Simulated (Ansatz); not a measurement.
Computed with Ansatz on PBE0-D4/def2-TZVP structures; ΔE is electronic, products minus reactants. CCSD(T)/CBS adds triple-zeta CCSD(T) − MP2 to the extrapolated MP2 energy (def2 sets, frozen cores). Functionals use def2-TZVPP. Each species was taken in one conformer, which may not be the lowest.

Reaction (formal exchange of groups at the Si–O bond): `OC(S)O[SiH3]` + `COCCCl` → `[SiH3]OCCCl` + `COC(O)S`

```
             level  ΔE (kcal/mol)  difference from CCSD(T)/CBS
            PBE-D4            0.1                          0.7
           ωB97X-V           -0.6                          0.0
           ωB97M-V           -0.4                          0.2
            B2PLYP           -1.1                         -0.5
            r2SCAN           -0.5                          0.1
              PBE0           -0.6                          0.0
CCSD(T)/def2-TZVPP           -0.6                          0.0
     HF/def2-QZVPP           -2.3                         -1.7
      HF/CBS(def2)           -2.4                         -1.8
    CCSD/CBS(def2)           -0.9                         -0.3
       CCSD(T)/CBS           -0.6                            0
```

Largest T1 diagnostic among the species: 0.012.

The D4 term adds +1.0 kcal/mol with B3LYP and +0.5 kcal/mol with PBE0; it sums over pairs of atoms, weighted by their polarisabilities, and B3LYP, whose exchange is more repulsive, gets the larger term. In def2-TZVPP, CCSD(T) changes the Hartree–Fock value by +1.6 kcal/mol (the triples alone add +0.3 kcal/mol) and MP2 by +1.6 kcal/mol.

B3LYP here is the variant with VWN-RPA as its local correlation; programs differ in this.
